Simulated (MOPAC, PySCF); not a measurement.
CH3Br3OSi, SMILES `Br[Si](Br)(OC)Br` (C–O–Si–Br torsion 60°), neutral singlet in the gas phase. 

Cartesian coordinates (Å):
```xyz
9

C     -1.4285    -0.2866    -0.1548
O     -0.1017    -0.7827    -0.0627
Si     1.2629     0.0992     0.1264
Br     1.1639     1.2737     2.0163
Br     1.5043     1.5172    -1.5741
Br     2.9505    -1.3199     0.1902
H     -1.7096     0.2625     0.7594
H     -1.5406     0.3834    -1.0237
H     -2.1012    -1.1469    -0.2770
```
Charge 0, multiplicity 1.

All levels are single points at this geometry (B3LYP-D3(BJ)/def2-SVP); Pople sets use spherical d functions. Orbital energies aren't observables, and empty levels follow the basis.

```tsv
level	HOMO (eV)	LUMO (eV)	gap (eV)	dipole (D)	vertical IE, Delta-SCF (eV)
B3LYP-D3(BJ)/def2-TZVP in PySCF	-8.20	-1.44	6.77	1.75	10.20
B3LYP/3-21G in PySCF	-8.00	-1.48	6.52	2.27	–
HF/3-21G in PySCF	-11.47	2.11	13.58	2.59	–
AM1 in MOPAC	-11.37	-2.08	9.29	2.53	–
PM3 in MOPAC	-11.64	-2.77	8.86	3.05	–
PM6 in MOPAC	-10.47	-1.56	8.92	2.79	–
```
